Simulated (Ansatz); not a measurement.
Input for Ansatz (a program for electronic structure): R-CCSD(T)/aug-cc-pV(T+d)Z on HCl (SMILES Cl) with ghost functions, monomers drawn apart or pushed together. Files ending in .json are basis or fitting sets from the Basis Set Exchange.

Ansatz 0.2 input:
```yaml
crystal:
  periodic: [false, false, false]
  atoms:
    - {symbol: Cl, position_ang: [-0.13693640, 0.33692417, 3.93156958]}
    - {symbol: H, position_ang: [-0.09410716, 0.23222571, 2.59420850]}
basis:
  gaussian:
    orbitals: aug-cc-pV_T+d_Z.json
    ghost_atoms:
      - {symbol: N, position_ang: [-0.03034345, 0.07698428, 0.60922851]}
      - {symbol: H, position_ang: [-0.51995666, -0.75468028, 0.29908219]}
      - {symbol: H, position_ang: [-0.46507338, 0.88208142, 0.17286457]}
      - {symbol: H, position_ang: [0.92844309, 0.01983771, 0.28511500]}
magnetization: {spin_polarized: false}
correlation: {method: ccsd_t, electrons: outside_noble_gas}
scf: {lower_state_search: off}
```

The head of its log:

```
WARN ansatz: RAYON_NUM_THREADS=2 ignored (pool sized by the plan → 2); use --threads N
Functional definition: HF
these checks for a lower state are left out or cut short: stability, starts, cluster_reference, orbital_swaps, neighbouring_geometries, increment
integrals: 0.74 GiB planned
1075 factors; integrals over basis functions are off by at most 1.3e-3 eV
mean field: 0.45 GiB planned
mean field evaluation 1: about -12519.6700 eV, gradient 1.1e1 eV
mean field evaluation 2: about -12519.6705 eV, gradient 1.1e1 eV
mean field evaluation 4: about -12520.0955 eV, gradient 1.2e0 eV
mean field evaluation 8: about -12520.1047 eV, gradient 2.4e-5 eV
mean field -12520.10467875 eV, -460.1053605124 hartree, gradient 7.9e-7 eV, S^2 0.000000; 0 other end points of the search recorded, 0 dependent functions left out
5 core orbitals not correlated
reference -12520.10467875 eV, -460.1053605124 hartree; 4, 4 occupied and 184, 184 virtual orbitals, 1075 factors
```

### Question
What total energy does the run end on?

### Answer
-460.3439 hartree (reference determinant -460.1054, T1 diagnostic 0.007).
